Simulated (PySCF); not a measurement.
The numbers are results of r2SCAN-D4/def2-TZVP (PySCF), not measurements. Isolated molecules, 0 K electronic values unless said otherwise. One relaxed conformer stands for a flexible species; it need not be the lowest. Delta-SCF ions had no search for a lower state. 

Reference species (SMILES): `C(=C)(N)S` (neutral, multiplicity 1).

```json
{
 "HOMO–LUMO gap": "4.88 eV",
 "vertical ionisation energy (Delta-SCF)": "8.16 eV",
 "HOMO": "-5.32 eV"
}
```

Changed species: `C/C(S)=N/[H]` (N–C–S–H torsion 180°).

Q: What does the change do to the HOMO–LUMO gap, vertical ionisation energy (Delta-SCF) and HOMO?

A: the HOMO–LUMO gap rises by 0.55 eV, to 5.43 eV; the vertical ionisation energy (Delta-SCF) rises by 1.36 eV, to 9.52 eV; the HOMO falls by 1.11 eV, to -6.43 eV.
